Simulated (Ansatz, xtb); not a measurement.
Spectroscopic constants of CoTe, multiplicity 4 (lowest of 2S+1 = 2, 4, 6 at PBE0/def2-TZVPP; our sources give no spin for the ground state, which may be another). No spin–orbit coupling. Co is treated without relativity.

The constants come from a fifth-degree fit in 1/R (seven points, main isotopes). In def2 and cc sets the state is the lowest found near the PBE0 minimum, followed along R.

Codes used: Ansatz (a quantum-chemistry and plane-wave program); xtb for the GFN methods.  In def2 rows elements past Kr take small-core potentials, without spin–orbit coupling. The GFN methods have no spin term and hold the electronic entropy of 300 K.

```csv
level,r_e (Å),ω_e (cm⁻¹),ω_e x_e (cm⁻¹),dipole (D)
GFN1-xTB,2.317,343,2.1,-
GFN2-xTB,2.314,313,1.7,-
r2SCAN/def2-TZVPP,2.299,(withheld),0.86,3.89
B97M-V/def2-TZVPP,2.324,271,-0.10,3.79
B3LYP/def2-TZVPP,2.339,260,0.54,3.96
PBE0/def2-TZVPP,2.334,266,0.88,4.36
CAM-B3LYP/def2-TZVPP,2.353,255,0.73,4.30
wB97M-V/def2-TZVPP,(withheld),(withheld),0.66,4.52
```

Task: What belongs in the gaps?

Result: 
- wB97M-V/def2-TZVPP, r_e (Å): 2.366
- wB97M-V/def2-TZVPP, ω_e (cm⁻¹): 254
- r2SCAN/def2-TZVPP, ω_e (cm⁻¹): 293
